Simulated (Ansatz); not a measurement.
Z-matrix (Å, degrees):
```
Sn
F 1 1.892
Cl 1 2.279 2 107.4
Cl 1 2.279 2 107.4 3 120.0
Cl 1 2.279 2 107.4 3 -120.0
```

Total charge 0; spin multiplicity 1. Sn takes the def2 core potential.

(1) List the r2SCAN/def2-TZVPP orbital energies in eV (Ansatz). (Best estimate.)

Answers

(1) Ansatz gave: Occupied: -2754.32, -2754.32, -2754.32, -666.19, -255.68, -255.68, -255.68, -194.25, -194.25, -194.25, -194.07, -194.07, -194.07, -194.07, -194.07, -194.07, -139.74, -94.57, -94.57, -94.54, -31.33, -29.11, -29.11, -28.89, -28.89, -28.28, -22.38, -21.76, -21.76, -14.15, -11.41, -11.18, -11.18, -10.12, -10.12, -9.30, -9.22, -9.22, -8.99, -8.99, -8.87. Lowest empty: -3.95, -0.80, -0.29, -0.29, 2.42, 2.45, 2.45, 3.27.
